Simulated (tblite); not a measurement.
C5H3F3.
Numbering: `[CH:1]#[C:2]/[C:3]([F:4])=[CH:5]/[CH:6]([F:7])[F:8]` (hydrogens: H9 on C1; H10 on C5; H11 on C6)

Structure used (GFN2-xTB), in Å, numbered top down from 1:
```
atom  x, y, z in Å
C1     3.0705    0.1372    0.2575
C2     1.8905    0.0961    0.4753
C3     0.5166    0.0528    0.8027
F4     0.2506    0.1218    2.1207
C5    -0.4713   -0.0480   -0.0857
C6    -1.9155   -0.0910    0.2957
F7    -2.4970   -1.2286   -0.1669
F8    -2.5931    0.9309   -0.2900
H9     4.0954    0.1704    0.0329
H10   -0.2498   -0.1023   -1.1389
H11   -2.0916   -0.0365    1.3802
```

Level: GFN2-xTB in tblite, geometry and Hessian alike; calculated harmonic values, unscaled, isolated species. Against measured fundamentals such values can be off by several per cent, at times by over 20. One conformer, not necessarily the lowest.

Harmonic wavenumbers (cm⁻¹): 37.2, 89.7, 112.7, 200.3, 250.4, 361.9, 459.6, 464.1, 503.0, 553.6, 554.5, 679.9, 688.0, 807.3, 869.5, 998.5, 1019.5, 1107.0, 1152.8, 1228.6, 1250.0, 1302.3, 1683.8, 2252.4, 2908.6, 3127.0, 3390.9.

A = 4553, B = 989.8, C = 949.0 MHz; mass 120.019 u (most abundant isotopes); point group Cs, symmetry number 1.

Q: Zero-point energy?

A: Half the sum of the wavenumbers: 14027 cm⁻¹ = 40.10 kcal/mol.

Q: Give the ideal-gas entropy at 500 K and 1 bar in the rigid-rotor, harmonic-oscillator model (classical rotation).

A: Translation 42.86, rotation 30.25, vibration 35.83: S = 108.9 cal/(mol K).

Q: And Cp and H(500 K) − H(0)?

A: Cp = 39.87 cal/(mol K), of which vibrations give 31.92 (their classical limit is 27 R = 53.7); H(500 K) − H(0) = 12.86 kcal/mol without the zero-point energy, 8.88 from vibrations.

Q: Blend soft modes into free rotors: weight 1/[1 + (100 cm⁻¹/ν̃)⁴] for the oscillator and the rest for a rotor with moment μB/(μ + B), μ = h/(8π²ν), B = 10⁻⁴⁴ kg m². What vibrational entropy results?

A: 32.65 cal/(mol K) in place of 35.83, which changes −T·S at 500 K by +1.59 kcal/mol.

Q: How do the functions run with temperature in this model?

A: 
```json
{"T (K)": "100", "S (cal/(mol K))": "67.3", "Cp (cal/(mol K))": "15.7", "H − H(0) (kcal/mol)": "1.19", "G − H(0) (kcal/mol)": "-5.54", "ln q(vib)": "1.52"}
{"T (K)": "200", "S (cal/(mol K))": "80.4", "Cp (cal/(mol K))": "23.1", "H − H(0) (kcal/mol)": "3.13", "G − H(0) (kcal/mol)": "-12.95", "ln q(vib)": "3.47"}
{"T (K)": "300", "S (cal/(mol K))": "91.1", "Cp (cal/(mol K))": "30.0", "H − H(0) (kcal/mol)": "5.79", "G − H(0) (kcal/mol)": "-21.54", "ln q(vib)": "5.39"}
{"T (K)": "800", "S (cal/(mol K))": "129.6", "Cp (cal/(mol K))": "47.9", "H − H(0) (kcal/mol)": "26.16", "G − H(0) (kcal/mol)": "-77.54", "ln q(vib)": "14.11"}
{"T (K)": "1000", "S (cal/(mol K))": "140.7", "Cp (cal/(mol K))": "51.1", "H − H(0) (kcal/mol)": "36.08", "G − H(0) (kcal/mol)": "-104.60", "ln q(vib)": "17.08"}
```

q(vib) and H(0) count from the zero-point level.

Hindered rotation and anharmonicity are outside this model. Other conformers, if any are populated, would add a mixing term that is left out.
